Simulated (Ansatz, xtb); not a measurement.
# Loss of CH3F: Sn(CH3)2F2 → Sn(CH3)F + CH3F

Species: Sn(CH3)2F2 (dimethyltin fluoride), singlet; Sn(CH3)F, singlet; CH3F (fluoromethane) `CF`, singlet. 

Shapes, held fixed at every level: PBE0-D4/def2-TZVP. Programs: Ansatz 0.2.0, xtb 6.7.1. The zero-point and thermal change to 298 K, harmonic and unscaled (PBE0-D4/def2-TZVP), is -1.4 kJ/mol.

| level | kind | ΔH(298 K) (kJ/mol) | less CCSD(T)/def2-TZVPP |
| --- | --- | --- | --- |
| GFN2-xTB | semi-empirical | -54.2 | -236.5 |
| PBE-D4/def2-TZVPP | GGA | +163.6 | -18.7 |
| PBE0-D4/def2-TZVPP | global hybrid | +174.8 | -7.5 |
| r2SCAN0-D4/def2-TZVPP | global hybrid | +185.0 | +2.7 |
| wB97M-V/def2-TZVPP | range-separated hybrid | +175.6 | -6.7 |
| MP2/def2-TZVPP | perturbation theory | +190.3 | +8.0 |
| CCSD/def2-SVP | coupled cluster or CI | +162.6 | -19.7 |
| CCSD/def2-TZVPP | coupled cluster or CI | +176.9 | -5.4 |
| CCSD(T)/def2-TZVPP | coupled cluster or CI | +182.3 | 0.0 |

The highest level, CCSD(T)/def2-TZVPP, gives ΔH(298 K) = +182.3 kJ/mol; the levels span -54.2 to +190.3. They disagree on the sign: 8 of 9 are positive. GFN2-xTB strays far from the other rows. The column of differences is taken from that level and isn't an error. No measured value is set beside it here. For atoms past krypton def2 sets carry core potentials with scalar relativity. Correlated rows may include outer-core shells of Sn, which these sets cover unevenly.
